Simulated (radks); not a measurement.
Tb IV, 62 electrons, occupied as [Kr] 4d10 4f8 5s2 5p4 6s2 (not the ground configuration).

All-electron calculation, Dirac Kohn-Sham, LDA (Slater exchange, Perdew-Wang correlation), spin-unpolarised, spherical densities, finite nucleus; open shells fill j = l - 1/2 first; Fermi nuclear charge, rms radius 5.06 fm. Program: a radial shooting solver on a logarithmic mesh with Libxc functionals.

Energy parts (eV):
part                      energy
total                 -318547.86
kinetic                348264.97
electron-nucleus      -781740.39
Hartree                121670.23
exchange-correlation    -6742.68

Orbitals (lengths in bohr, moments of r in powers of bohr; <r^-3> diverges for s and p1/2):
| orbital | occ. | eigenvalue (eV) | <r^-3> | small-component weight |
|---|---|---|---|---|
| 1s1/2 | 2 | -51791.32 | - | 5.87e-02 |
| 2s1/2 | 2 | -8619.099 | - | 1.30e-02 |
| 2p1/2 | 2 | -8196.948 | - | 1.31e-02 |
| 2p3/2 | 4 | -7451.246 | 10440 | 1.21e-02 |
| 3s1/2 | 2 | -1945.462 | - | 4.13e-03 |
| 3p1/2 | 2 | -1761.269 | - | 4.08e-03 |
| 3p3/2 | 4 | -1607.404 | 2227 | 3.80e-03 |
| 3d3/2 | 4 | -1288.554 | 375.8 | 3.69e-03 |
| 3d5/2 | 6 | -1254.950 | 332.7 | 3.61e-03 |
| 4s1/2 | 2 | -419.9579 | - | 1.32e-03 |
| 4p1/2 | 2 | -347.7484 | - | 1.25e-03 |
| 4p3/2 | 4 | -313.2328 | 500.0 | 1.15e-03 |
| 4d3/2 | 4 | -193.9465 | 71.82 | 9.77e-04 |
| 4d5/2 | 6 | -187.6907 | 62.63 | 9.50e-04 |
| 4f5/2 | 6 | -45.9757 | 9.300 | 5.86e-04 |
| 4f7/2 | 2 | -45.1025 | 8.969 | 5.76e-04 |
| 5s1/2 | 2 | -86.6421 | - | 3.00e-04 |
| 5p1/2 | 2 | -65.7591 | - | 2.49e-04 |
| 5p3/2 | 2 | -60.4447 | 76.74 | 2.26e-04 |
| 5d3/2 | 0 | -32.0446 | 6.955 | 1.31e-04 |
| 5d5/2 | 0 | -31.4468 | 6.058 | 1.27e-04 |
| 5f5/2 | 0 | -11.8137 | 0.3874 | 3.86e-05 |
| 5f7/2 | 0 | -11.7780 | 0.3845 | 3.87e-05 |
| 6s1/2 | 2 | -27.1694 | - | 7.21e-05 |
| 6p1/2 | 0 | -21.6384 | - | 5.88e-05 |
| 6p3/2 | 0 | -20.5849 | 15.56 | 5.55e-05 |
| 7s1/2 | 0 | -12.2509 | - | 2.94e-05 |

The highest occupied level is 6s1/2 at -27.169 eV. The configuration is held as typed, so some empty levels lie below it. The electron density at the nucleus is 6.841e+05 e/bohr^3.
